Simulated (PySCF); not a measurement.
# Os⁶⁵⁺: ionisation energy

Os⁶⁵⁺ [Ne] 3s1 [3s1/2^1, M_J = 1/2] → Os⁶⁶⁺ [Ne], as a difference of total energies. Computed with PySCF 2.14 in an even-tempered Gaussian basis (17 s from 22 bohr⁻², ratio 2.4; 14 p from 29 bohr⁻², ratio 2.4; 4 d from 90 bohr⁻², ratio 2.6; 4 f from 140 bohr⁻², ratio 2.6), with the two-component X2C-1e Hamiltonian. Correlated levels: 1s2 frozen; the 46 highest virtual spinors dropped. "Screened" scales the spin-orbit matrix elements by Boettger's factors to mimic the two-electron term; Breit and QED terms are absent.

```csv
method,ionisation energy (eV)
GHF (spin-free),7613.0
GMP2 (spin-free),7613.8
GHF (screened spin-orbit),7612.2
GMP2 (screened spin-orbit),7613.0
```

Breit and QED terms and the two-electron picture change are absent.

For comparison: 7610 ± 30 eV (theoretical estimate listed by NIST; NIST Atomic Spectra Database, ionization energies).
